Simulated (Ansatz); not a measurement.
A nudged elastic band was laid between two geometries of GeH$_{4}$ (5 atoms, charge 0, multiplicity 1).

These are results of RKS PBE/def2-SVP (Ansatz 0.2.0), not measurements.

* movable images: 7
* climbing image: yes
* spring: 5.0 eV/Å²
* optimiser: quadratic models (default)
* start path: through a guess of the saddle point
* force threshold: 0.05 eV/Å
* iteration limit: 60
* end points: relaxed

Image 0:

```xyz
5
Properties=species:S:1:pos:R:3
Ge 0.255 0.000 0.181
H 0.255 0.000 1.729
H 1.715 0.000 -0.335
H -0.475 1.264 -0.336
H -0.475 -1.264 -0.336
```

Image 8:

```xyz
5
Properties=species:S:1:pos:R:3
Ge 0.242 0.000 -0.781
H 0.783 0.000 1.142
H 1.462 0.000 0.675
H -0.605 1.160 -0.067
H -0.605 -1.160 -0.067
```

Question: What changes between the two ends?

Answer: Bonds formed: H2–H3. GeH4 becomes GeH2 + H2.

Question: Give the energies along the band, and the barrier.

Answer: The forces met the threshold. The highest image is number 6 of 0 to 8, 193.0 kJ/mol above the first end and 39.8 kJ/mol above the last; the last end lies 153.3 kJ/mol above the first. A vibrational analysis at the climbing image gives one clearly imaginary mode, 1063i cm⁻¹: a first-order saddle point.

```
image  path coordinate (Å)  energy (kJ/mol)  H2–H3 (Å)
    0                 0.00              0.0       2.53
    1                 0.21              9.6       2.33
    2                 0.43             38.9       2.13
    3                 0.64             84.6       1.92
    4                 0.86            136.4       1.72
    5                 1.07            177.3       1.51
    6                 1.29            193.0       1.28
    7                 1.55            172.0       0.99
    8                 1.80            153.3       0.82
```

Question: What is the geometry of the highest image?

Answer: 
```xyz
5
Properties=species:S:1:pos:R:3:forces:R:3
Ge 0.263 0.000 -0.501 0.00 0.00 -0.02
H 0.558 0.000 1.205 -0.01 0.00 0.01
H 1.559 0.000 0.409 0.02 0.00 0.00
H -0.552 1.267 -0.105 -0.01 0.00 0.00
H -0.552 -1.267 -0.105 -0.01 0.00 0.00
```

Question: What are the harmonic wavenumbers there?

Answer: 1063i, 599, 661, 872, 913, 1561, 2005, 2046, 2071 cm⁻¹.

The run took 48 s on 1 thread of Arm Neoverse V1, with other jobs on the host, peak memory 0.098 GiB.
